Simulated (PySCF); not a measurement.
Adding and removing an electron: RbCl

revPBE; PySCF, scalar-relativistic core potentials, basis sets Rb def2-SVP with ECP28, Cl def2-SVP. Neutral (UKS): singlet (closed shell), Re = 2.848 Å, ωe = 230 cm⁻¹, De = 4.06 eV, HOMO -4.35 eV, LUMO -1.94 eV.

RbCl⁺ (UKS): doublet (π ↑), Re = 3.501 Å, ωe = 83.8 cm⁻¹, De = 0.27 eV to Rb⁺ + Cl. The energies at the minima are -484.16342 hartree for RbCl and -483.86908 for RbCl⁺.

(1) Work out the adiabatic ionisation energy, without and with harmonic zero-point energies (1 hartree = 27.2114 eV, 1 eV = 8065.5 cm⁻¹), and the change of the bond length.

Weak bonds: RbCl⁺. Basis-set superposition, not corrected here, can be much of De in a small basis, most of all at correlated wavefunction levels. Spin–orbit coupling is left out. For an ion De counts to the pair picked by the measured ionisation energies or electron affinities, which need not be the lowest pair at this level. States were picked by a PBE0 search and need not be the measured ground states.

Answers

(1) At revPBE: 0.29434 hartree = 8.009 eV between the minima; the zero-point term (83.8 − 230.0)/2 cm⁻¹ = -0.009 eV makes it 8.000 eV. Re changes by +65.3 pm against the neutral. Minus the HOMO energy is 4.35 eV, -3.66 eV from the value between the minima; self-interaction puts the Kohn–Sham level too high, less so with exact exchange. The electron leaves a π orbital, and the ion is left as a loose complex of an ion and an atom.
